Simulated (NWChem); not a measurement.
System: TiH₄O₃; SMILES [OH][TiH]([OH])[OH]

The following NWChem deck was run.

```
start job
memory heap 200 mb stack 900 mb global 1100 mb
geometry units angstroms noautosym nocenter noautoz
  Ti     0.000000     0.000000    -0.144665
  O      0.460737    -1.649803     0.300292
  H      0.008502    -2.439971     0.608275
  O     -1.659140     0.425891     0.300292
  H     -2.117328     1.212623     0.608275
  O      1.198402     1.223911     0.300292
  H      2.108826     1.227348     0.608275
  H      0.000000     0.000000    -1.835474
end
basis spherical
  Ti library 6-31g*
  O library 6-31g*
  H library 6-31g*
end
dft
  xc hfexch
  iterations 150
end
property
  shielding 4 1 2 3 8
end
task dft property
```

NWChem printed, in part:

```
             Northwest Computational Chemistry Package (NWChem) 7.3.0
             --------------------------------------------------------

                             Geometry "geometry" -> ""
                             -------------------------

 Output coordinates in angstroms (scale by  1.889725989 to convert to a.u.)

  No.       Tag          Charge          X              Y              Z
 ---- ---------------- ---------- -------------- -------------- --------------
    1 Ti                  22.0000     0.00000000     0.00000000    -0.14466500
    2 O                    8.0000     0.46073700    -1.64980300     0.30029200
    3 H                    1.0000     0.00850200    -2.43997100     0.60827500
    4 O                    8.0000    -1.65914000     0.42589100     0.30029200
    5 H                    1.0000    -2.11732800     1.21262300     0.60827500
    6 O                    8.0000     1.19840200     1.22391100     0.30029200
    7 H                    1.0000     2.10882600     1.22734800     0.60827500
    8 H                    1.0000     0.00000000     0.00000000    -1.83547400

 Effective nuclear repulsion energy (a.u.)     238.4728721120

  xc_inp: hfexch multiplicative factor not found.
                              NWChem Property Module
                              ----------------------

  itol2e modified to match energy
  convergence criterion.

                                 NWChem DFT Module
                                 -----------------

 Summary of "ao basis" -> "ao basis" (spherical)
 ------------------------------------------------------------------------------
       Tag                 Description            Shells   Functions and Types
 ---------------- ------------------------------  ------  ---------------------
 Ti                          6-31g*                 12       34   5s4p2d1f
 O                           6-31g*                  6       14   3s2p1d
 H                           6-31g*                  2        2   2s

  itol2e modified to match energy
  convergence criterion.

[...]

          -----------------------------------------
          Chemical Shielding Tensors (GIAO, in ppm)
          -----------------------------------------

                                NWChem CPHF Module
                                ------------------

  scftype          =     RHF
  nclosed          =       25
  nopen            =        0
  variables        =     1475
  # of vectors     =        3
  tolerance        = 0.10D-03
  level shift      = 0.00D+00
  max iterations   =       50
  max subspace     =       30

 SCF residual:    4.9996156480946568E-005

Iterative solution of linear equations
  No. of variables     1475
  No. of equations        3
  Maximum subspace       30
        Iterations       50
       Convergence  1.0D-04

   iter   nsub   residual    time
   ----  ------  --------  ---------
     1      3    1.66D+00      24.3
     2      6    3.51D-01      26.0
     3      9    5.72D-02      27.7
     4     12    1.15D-02      29.4
     5     15    2.61D-03      31.2
     6     18    7.73D-04      32.9
     7     21    1.25D-04      34.6
     8     24    3.06D-05      36.3

      Atom:    1  Ti
        Diamagnetic
   1605.0408      0.0000      0.0000
      0.0000   1605.0408      0.0000
      0.0000      0.0000   1591.3719

        Paramagnetic
  -1645.4017      0.0001      0.0001
      0.0001  -1645.4021      0.0000
      0.0001      0.0000  -1229.6156

        Total Shielding Tensor
    -40.3609      0.0001      0.0001
      0.0001    -40.3613      0.0000
      0.0001      0.0000    361.7563

           isotropic =      93.6781
          anisotropy =     402.1174

          Principal Components and Axis System
                 1           2           3
              361.7563    -40.3613    -40.3608

      1         0.0000     -0.2646      0.9644
      2         0.0000      0.9644      0.2646
      3         1.0000     -0.0000     -0.0000

      Atom:    2  O
        Diamagnetic
    391.4492     -0.2703     -0.6281
     -0.2703    415.1357     -8.7293
     -0.6281     -8.7293    388.0989

        Paramagnetic
   -561.6480   -208.4948     82.7819
   -208.4948   -121.4456    -30.4469
     82.7819    -30.4469   -301.5990

        Total Shielding Tensor
   -170.1988   -208.7652     82.1538
   -208.7652    293.6901    -39.1761
     82.1538    -39.1761     86.4999

           isotropic =      69.9971
          anisotropy =     477.8014

          Principal Components and Axis System
                 1           2           3
              388.5314   -261.8138     83.2737

      1        -0.3695      0.9248      0.0901
      2         0.9034      0.3348      0.2680
      3        -0.2177     -0.1805      0.9592

      Atom:    3  H
        Diamagnetic
     23.4002      8.9437     -3.5361
      8.9437     41.0211     -8.1817
     -3.5361     -8.1817     20.4746

        Paramagnetic
     -2.5095     -9.9591      4.2680
     -9.9591     -7.4429      5.7232
      4.2680      5.7232      5.0791

        Total Shielding Tensor
     20.8907     -1.0153      0.7318
     -1.0153     33.5783     -2.4585
      0.7318     -2.4585     25.5537

           isotropic =      26.6742
          anisotropy =      11.5500

          Principal Components and Axis System
                 1           2           3
               34.3743     24.9046     20.7439

      1        -0.0870      0.1025      0.9909
      2         0.9577      0.2824      0.0549
      3        -0.2742      0.9538     -0.1227

[...]
```

Level: Hartree-Fock/6-31G* (spherical d), GIAO. Coordinates come from a PBE0/def2-SVP optimisation. The output numbers the shielded atoms by their place in the input's list. The printed shielding anisotropy is the first printed principal value minus the mean of the other two.
